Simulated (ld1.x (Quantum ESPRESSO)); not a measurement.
Al (Z = 13) PAW: all-electron and pseudo phase curves

| Property | Result |
| --- | --- |
| Element | Al |
| Generator | ld1.x (Quantum ESPRESSO) 7.5 |
| Type | PAW |
| Functional | BP86 |
| Relativity | scalar-relativistic |
| Frozen core | [He] |
| Valence charge | 11 |
| Reference configuration | 2s2 2p6 3s1 3p0 (charge +2) |
| Partial waves | 2s (bound): rcut 0.85, rcutus 1.05 bohr; 3s (bound): rcut 0.85, rcutus 1.05 bohr; 2p (bound): rcut 1.10, rcutus 1.30 bohr; 3p (bound, empty): rcut 1.10, rcutus 1.30 bohr; 3d channel at 0.4 Ry: rcut 1.10, rcutus 1.30 bohr; 3d channel at 1.2 Ry: rcut 1.10, rcutus 1.30 bohr |
| Local potential | all-electron potential smoothed inside 0.90 bohr (lloc = -1) |
| Core correction | a·sin(br)/r model core, default radius (core density twice the valence density) |
| Augmentation charge | PSQ, inside the norm-conserving radii |

The phase is arctan(r·u′/u) with u = r·R(r), unwrapped; energies in Ry, scanned from -11 to 5 Ry. A pole is an energy at which the radial function vanishes at the test radius. The pseudo phase is shifted by a multiple of π to meet the all-electron one at the reference energy, and phase errors are pseudo minus all-electron; the curves can meet again beyond the range given. Levels narrower than the energy grid can be missing from the lists of poles.

Question: For each channel, where are the poles, and over which energies does the pseudopotential scatter like the atom?

Answer:

```tsv
channel	radius (bohr)	reference energy (Ry)	poles, all-electron	poles, pseudo	unbroken range about the reference energy with phases within 0.05 rad	phase error 1 Ry above the reference energy (rad)
s	1.41	-1.76	-9.12	-9.12	the whole range	+0.000
p	1.41	-1.27	-6.25	-6.26	below 1.0	-0.003
d	1.41	0.40	none	none	the whole range	-0.000
```

The ghost test of this file was not conclusive. Its overlap operator is not positive definite in a basis up to 400 Ry (lowest eigenvalue s -0.14), so the file is unfit for use: the generalised eigenproblem breaks down once the basis is large enough, and its test numbers describe a broken file.

Phases in the d channel:

```tsv
E (Ry)	all-electron	pseudo
-11.00	1.351	1.351
-10.76	1.349	1.349
-10.52	1.346	1.346
-10.28	1.343	1.344
-10.04	1.341	1.341
-9.80	1.338	1.338
-9.56	1.335	1.335
-9.32	1.332	1.332
-9.08	1.329	1.329
-8.84	1.325	1.325
-8.60	1.322	1.322
-8.36	1.318	1.318
-8.12	1.314	1.314
-7.88	1.310	1.310
-7.64	1.306	1.306
-7.40	1.302	1.302
-7.16	1.297	1.297
-6.92	1.292	1.292
-6.68	1.287	1.287
-6.44	1.282	1.282
-6.20	1.276	1.276
-5.96	1.270	1.270
-5.72	1.264	1.264
-5.48	1.258	1.258
-5.24	1.250	1.250
-5.00	1.243	1.243
-4.76	1.235	1.235
-4.52	1.226	1.226
-4.28	1.217	1.217
-4.04	1.207	1.207
-3.80	1.196	1.196
-3.56	1.185	1.185
-3.32	1.172	1.172
-3.08	1.158	1.158
-2.84	1.143	1.143
-2.60	1.126	1.126
-2.36	1.107	1.107
-2.12	1.087	1.087
-1.88	1.064	1.064
-1.64	1.038	1.038
-1.40	1.008	1.008
-1.16	0.975	0.975
-0.92	0.936	0.936
-0.68	0.890	0.890
-0.44	0.837	0.837
-0.20	0.775	0.775
0.04	0.700	0.700
0.28	0.610	0.610
0.52	0.502	0.502
0.76	0.373	0.373
1.00	0.222	0.222
1.24	0.050	0.050
1.48	-0.134	-0.134
1.72	-0.321	-0.321
1.96	-0.497	-0.498
2.20	-0.655	-0.656
2.44	-0.791	-0.791
2.68	-0.905	-0.906
2.92	-1.001	-1.001
3.16	-1.080	-1.081
3.40	-1.147	-1.147
3.64	-1.203	-1.204
3.88	-1.252	-1.252
4.12	-1.293	-1.294
4.36	-1.329	-1.330
4.60	-1.361	-1.361
4.84	-1.389	-1.390
```
